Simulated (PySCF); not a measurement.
## The first ionisation energy along the 5p block

Calculated with PySCF 2.14 from differences of total energies of unrestricted determinants, without spin-orbit coupling. Values in eV. The last column holds reference values (NIST; (s) semi-empirical, (t) theoretical, else measured). Unmarked ones compare directly (S terms, centres of terms, or small fine structure); those marked * lie between the lowest fine-structure levels and include a spin-orbit shift.

```tsv
element	configurations	UHF	MP2 (valence)	SCS-MP2 (valence)	CCSD (valence)	CCSD(T) (valence)	reference
In (x2c-SVPall, spin-free X2C)	[Kr] 4d10 5s2 5p1 → [Kr] 4d10 5s2	5.163	5.277	5.259	5.330	5.340	5.603
Sn (x2c-SVPall, spin-free X2C)	[Kr] 4d10 5s2 5p2 → [Kr] 4d10 5s2 5p1	6.861	7.066	7.012	7.089	7.095	7.389
Sb (x2c-SVPall, spin-free X2C)	[Kr] 4d10 5s2 5p3 → [Kr] 4d10 5s2 5p2	8.574	8.859	8.761	8.825	8.828	9.124
Te (x2c-SVPall, spin-free X2C)	[Kr] 4d10 5s2 5p4 → [Kr] 4d10 5s2 5p3	7.671	8.044	8.057	8.073	8.079	8.749
I (x2c-SVPall, spin-free X2C)	[Kr] 4d10 5s2 5p5 → [Kr] 4d10 5s2 5p4	9.571	10.064	10.043	10.044	10.046	10.519
Xe (x2c-SVPall, spin-free X2C)	[Xe] → [Kr] 4d10 5s2 5p5	11.591	12.212	12.149	12.145	12.147	12.565
```

| method | elements | mean error (eV) | mean absolute error (eV) | largest error (eV) |
| --- | --- | --- | --- | --- |
| UHF | 6 | -0.753 | 0.753 | -1.078 |
| MP2 (valence) | 6 | -0.405 | 0.405 | -0.705 |
| SCS-MP2 (valence) | 6 | -0.445 | 0.445 | -0.692 |
| CCSD (valence) | 6 | -0.407 | 0.407 | -0.675 |
| CCSD(T) (valence) | 6 | -0.402 | 0.402 | -0.670 |

Errors include the incompleteness of the basis and the frozen core.

"Valence" correlates the outer s and p shells and, in groups 3 to 12 and the f block, the outer d or f shell, open or full, or the next shell where the ion has no valence electron left; the wider scheme adds the next inner shell.
